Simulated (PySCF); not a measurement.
Species: N-methyl-N-trichlorogermylmethanamine, C2H6Cl3GeN, net charge 0, singlet state. SMILES: C[N](C)[Ge]([Cl])([Cl])[Cl]
Geometry from a B3LYP-D3(BJ)/def2-TZVP (Ansatz) optimisation:
```
N
C 1 1.4589
H 2 1.0889 1 110.52
H 2 1.0933 3 107.88 1 118.85
H 2 1.0976 3 108.70 4 117.03
C 1 1.4589 2 113.38 3 178.60
H 6 1.0889 1 110.52 2 -178.60
H 6 1.0933 7 107.88 1 -118.85
H 6 1.0976 7 108.70 8 -117.03
Ge 1 1.8142 2 117.34 3 -39.51
Cl 10 2.1440 1 109.32 2 49.81
Cl 10 2.1440 1 109.32 2 169.81
Cl 10 2.1662 1 113.99 2 -70.19
```
Charge 0, spin multiplicity 1.

Dispersion corrections to the total energy (kcal/mol) from the dftd3 and dftd4 libraries through PySCF: D3(BJ) without and D4 with the three-body term, each with the damping fitted for the functional named.

```csv
functional,D3(BJ),D4
BP86,-17.87,?
TPSSh,-12.36,-12.94
HSE06,-7.83,-8.59
BHLYP,-14.99,-13.89
B3LYP,-18.16,?
LC-wPBE,-10.53,-11.79
B2GP-PLYP,?,-4.67
```

Complete the blanks.


- BP86, D4: -14.87
- B3LYP, D4: -16.93
- B2GP-PLYP, D3(BJ): -8.74
